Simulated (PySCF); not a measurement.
A geometry optimisation on `C[SiH](C)[SiH2]O`.

Computed with PBE0-D3(BJ)/def2-SVP geometry optimisation, gas phase (PySCF 2.14.0). Start geometry: GFN2-xTB. The input is one job of a driver script: a line of settings, then coordinates in Å.

Input:
```
{"job": {"xc": "PBE0", "basis": "def2-SVP", "d3": "d3bj", "grid": 1, "kind": "geom"}, "charge": 0, "multiplicity": 1}
C      1.429064    -1.008833    -0.928278
Si     0.186470     0.403918    -0.615593
C      0.974967     1.593925     0.649929
Si    -1.879921    -0.366398     0.063768
O     -1.551242    -1.150208     1.458820
H      1.057449    -1.698997    -1.680158
H      2.388259    -0.633053    -1.274055
H      1.607314    -1.579489    -0.020944
H      0.053070     1.151004    -1.886817
H      1.135779     1.097840     1.603463
H      0.334837     2.452601     0.832071
H      1.936188     1.967902     0.307136
H     -2.551965    -1.307968    -0.846662
H     -2.894443     0.663549     0.341782
H     -2.230241    -1.577803     1.973625
```

Task: Give the output.

Result: 
```
step   0  E = -735.76898279  max force = 0.024339
step   1  E = -735.77466663  max force = 0.004191
step   2  E = -735.77506693  max force = 0.001670
step   3  E = -735.77510848  max force = 0.000524
step   4  E = -735.77511358  max force = 0.000171
optimisation converged
```

Energies in Eh; «max force» is the largest Cartesian gradient component in Eh/bohr.

Task: Give the first gradient maximum in eV/Å.

Result: With 1 Eh/bohr = 51.422 eV/Å, 1.252 eV/Å.

In short: final energy -735.77511 Eh after 4 steps; dipole 0.69 D.

Task: Where do the atoms end?

Result: 0.076 Å rms from the input after alignment:
```
atom  x, y, z in Å
C1     1.5521   -1.0385   -0.9843
Si2    0.3879    0.4142   -0.6893
C3     1.0917    1.5945    0.6006
Si4   -1.6620   -0.4069    0.0831
O5    -1.2681   -1.2011    1.5108
H6     1.1509   -1.7191   -1.7508
H7     2.5433   -0.6928   -1.3175
H8     1.6789   -1.6111   -0.0524
H9     0.1568    1.1499   -1.9773
H10    1.2096    1.0705    1.5619
H11    0.4214    2.4528    0.7604
H12    2.0760    1.9804    0.2922
H13   -2.3107   -1.3488   -0.8924
H14   -2.6616    0.6868    0.3362
H15   -1.9941   -1.6139    1.9875
```

Task: How long does this job take on an Intel Xeon Platinum 8375C at 2.90 GHz with one thread, shared host with 96 logical CPUs at a one-minute load of 11? And the peak memory of the process?

Result: About 21 s, with 0.56 GiB resident at the peak, the Python interpreter and its libraries included.
Labels such as C1 count atoms from 1, the log's own numbers from 0.
